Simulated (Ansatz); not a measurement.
One change: `NC1BN1` becomes `[SiH3]C1BN1`.

Ansatz, PBE0-D4/def2-TZVP geometries, multiplicity 1. Each molecule was computed in one conformer, which needn't be the lowest.

```json
{"property": "HOMO–LUMO gap (PBE0/def2-TZVPP) / eV", "`NC1BN1`": "6.80"}
{"property": "HOMO–LUMO gap (ωB97M-V/def2-TZVPP) / eV", "`NC1BN1`": "10.91"}
{"property": "LUMO energy (PBE/def2-TZVPP) / eV", "`NC1BN1`": "-0.87"}
{"property": "HOMO–LUMO gap (PBE/def2-TZVPP) / eV", "`NC1BN1`": "4.45"}
{"property": "HOMO energy (ωB97M-V/def2-TZVPP) / eV", "`NC1BN1`": "-9.01"}
{"property": "size of the dipole moment (B3LYP/def2-TZVPP) / D", "`NC1BN1`": "2.09"}
```

Question: What does the change do to each property? (An estimate is asked.)

Answer: Computed: 
```
                                        property  `[SiH3]C1BN1`  shift
            HOMO–LUMO gap (PBE0/def2-TZVPP) / eV           7.27   0.47
         HOMO–LUMO gap (ωB97M-V/def2-TZVPP) / eV          11.38   0.47
               LUMO energy (PBE/def2-TZVPP) / eV          -1.15  -0.28
             HOMO–LUMO gap (PBE/def2-TZVPP) / eV           5.06   0.61
           HOMO energy (ωB97M-V/def2-TZVPP) / eV          -9.71  -0.70
size of the dipole moment (B3LYP/def2-TZVPP) / D           1.33  -0.76
```

With PBE0 the HOMO falls by 0.75 eV and the LUMO falls by 0.27 eV, so the gap widens by about 0.48 eV. PBE moves the HOMO by -0.89 eV and ωB97M-V by -0.70 eV. Dipoles are sizes alone; their direction can turn.

B3LYP here is the variant with VWN-RPA as its local correlation; programs differ in this.
